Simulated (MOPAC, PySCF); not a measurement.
Breaking a bond: CH3F, SMILES CF. The C1–H5 bond (C1 also carries F, H, H; H5 carries nothing else) is varied alone, starting from the PBE0/def2-TZVP optimised geometry.

- AM1, restricted, heats of formation (MOPAC)
- UKS-wB97X-V = PySCF with unrestricted wB97X-V/cc-pVDZ
- UKS-PBE = unrestricted PBE/cc-pVDZ (PySCF 2.14.0)
- UCCSD(T) = PySCF 2.14.0 with CCSD(T) on UHF/cc-pVDZ, 2 core orbitals frozen

Energies relative to the lowest point of each curve near equilibrium, in kJ/mol:

```tsv
R / Å	AM1	UKS-wB97X-V	UKS-PBE
0.97	46.2	37.0	40.0
1.04	12.2	7.0	8.6
1.09	1.7	0.0	0.4
1.17	3.2	6.0	3.9
1.19	6.3	10.0	7.2
1.27	27.4	32.7	26.9
1.66	221.2	203.6	177.3
1.80	297.9	266.1	230.9
1.95	374.1	328.6	283.2
2.39	549.5	427.7	395.0
3.25	723.2	459.9	440.6
3.84	773.6	462.3	444.1
```

Task: Estimate the UCCSD(T) values at these points.

Result: 0.97: 38.6; 1.04: 7.5; 1.09: 0.0; 1.17: 5.3; 1.19: 9.1; 1.27: 31.2; 1.66: 192.7; 1.80: 249.1; 1.95: 301.8; 2.39: 408.3; 3.25: 447.9; 3.84: 449.6 (kJ/mol).

The restricted form behind AM1 keeps the bonding electrons paired and can't separate into open-shell fragments. The unrestricted determinant behind UKS-wB97X-V is spin-contaminated at 2.18 to 3.84 Å (<S²> up to 1.0, against 0.00 for a pure singlet). The unrestricted determinant behind UKS-PBE is spin-contaminated at 2.39 to 3.84 Å (<S²> up to 1.0, against 0.00 for a pure singlet). The unrestricted determinant behind UCCSD(T) is spin-contaminated at 1.66 to 3.84 Å (<S²> up to 1.0, against 0.00 for a pure singlet).
